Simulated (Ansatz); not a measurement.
Geometry optimisation, RKS BHLYP-D4/def2-SVP in Ansatz 0.2.0.

Input file:

```yaml
crystal:
  periodic: [false, false, false]
  atoms:
    - { symbol: Ge, position_ang: [0.416714, -0.240714, -0.375802] }
    - { symbol: O, position_ang: [-0.605298, -0.151625, 2.408568] }
    - { symbol: H, position_ang: [-1.274904, -0.798812, 2.620353] }
    - { symbol: F, position_ang: [1.088345, -0.273019, -1.9671] }
    - { symbol: H, position_ang: [0.570387, 1.181711, 0.117422] }
    - { symbol: H, position_ang: [-0.950449, -0.88362, -0.494476] }
    - { symbol: Cl, position_ang: [1.743527, -1.565088, 0.779629] }
    - { symbol: H, position_ang: [0.234978, -0.600333, 2.625907] }
basis:
  gaussian: { orbitals: def2-SVP }
hamiltonian:
  xc: { name: BHLYP }
  dispersion: d4
relax:
  f_tol: 0.03
  max_steps: 50
```

Launched with:

```bash
$ ansatz run input.yaml --threads 2 --pin off --max-ram 3072MiB --backend cpu --events-out ev --progress --plain --runs-dir out
```

Where does it end, and by what steps?

The run converged. After 6 steps the energy has fallen by 0.045 eV; O2 moved furthest, 0.17 Å.

```csv
step,energy less start (eV),largest force component (eV/Å),accepted
0,0.0000,0.940,yes
1,0.0083,1.272,no
2,-0.0261,0.600,yes
3,-0.0394,0.141,yes
4,-0.0431,0.113,yes
5,-0.0442,0.095,yes
6,-0.0448,0.012,yes
```

```xyz
8
Properties=species:S:1:pos:R:3
Ge 0.412 -0.256 -0.289
O -0.543 -0.181 2.252
H -1.290 -0.737 2.470
F 1.008 -0.270 -1.917
H 0.580 1.174 0.174
H -0.954 -0.904 -0.388
Cl 1.801 -1.559 0.739
H 0.209 -0.598 2.673
```

Whether the end is a true minimum wasn't checked by a vibrational analysis.

Time of the run: 18 s on 2 threads of Arm Neoverse V2, on a shared host, peak memory 0.22 GiB.
